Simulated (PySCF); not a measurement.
## Nuclear quadrupole coupling in `CC1=COC=C[C@@H]1F`

Species: C₆H₇FO.
Z-matrix (Å and degrees, GFN2-xTB geometry), rows numbered from 1:
```
C 
C   1  1.4944
C   2  1.3309  1  122.93
O   3  1.3599  2  125.61  1   178.94
C   4  1.3499  3  116.44  2    -0.98
C   5  1.3289  4  124.91  3     0.50
C   6  1.4927  5  121.49  4     4.30
F   7  1.4143  2  108.83  1    65.25
H   1  1.0901  2  110.03  3  -119.89
H   1  1.0860  2  111.00  3     0.94
H   1  1.0893  2  109.74  3   121.72
H   3  1.0800  2  123.10  1     0.80
H   5  1.0797  4  111.48  3  -177.65
H   6  1.0763  5  120.66  4  -179.75
H   7  1.1008  2  111.99  1   -48.32
```

Field gradients from the B3LYP/pcJ-1 density (PySCF, non-relativistic), principal values in atomic units, ordered |Vxx| ≤ |Vyy| ≤ |Vzz|:

```json
{"atom": "O4", "Vxx": "-0.5150", "Vyy": "-1.1317", "Vzz": "1.6468"}
```

Problem. Find the asymmetry η = (Vxx − Vyy)/Vzz and the couplings χ = eQV/h (234.96 MHz × Q in barn × V in au), with Q(17O) = −0.0256 b.

Solution. 
| atom | environment | nucleus | η | χzz (MHz) | χxx (MHz) | χyy (MHz) |
| --- | --- | --- | --- | --- | --- | --- |
| O4 | cyclic ether oxygen | 17O | 0.37 | -9.91 | 3.10 | 6.81 |

The tensor is traceless: Vxx + Vyy + Vzz = 0.

Problem. What is Vzz at O4 in SI units (1 au = 9.71736 × 10²¹ V/m²)?

Solution. 1.6468 au = 16.002 × 10²¹ V/m².

Problem. And the gradient at the other heavy atoms, for which no coupling is worked out here?

Solution. 
| atom | environment | Vzz (au) | η |
| --- | --- | --- | --- |
| C1 | allylic carbon | 0.077 | 0.37 |
| C2 | fully substituted alkene carbon | 0.174 | 0.65 |
| C3 | vinylic carbon bearing oxygen | -0.349 | 0.65 |
| C5 | vinylic carbon bearing oxygen | -0.386 | 0.33 |
| C6 | alkene CH carbon | 0.149 | 0.71 |
| C7 | sp3 C–F carbon | 0.527 | 0.09 |
| F8 | alkyl fluorine | 2.884 | 0.08 |

Were the hydrogens deuterons (Q(2H) = 0.00286 b), χzz would run from 180 kHz (H15) to 218 kHz (H14).

Isolated species at its GFN2-xTB geometry, gas phase. GFN2-xTB bond lengths can be off by several hundredths of an ångström, more for odd bonds, and the gradients follow them. With so small a basis the couplings can be 20 % off.

These values come from a run that also computed spin–spin couplings. Hardware: an x86-64 server with one thread (shared host). Cost: 2.5 min wall, 98 s CPU.
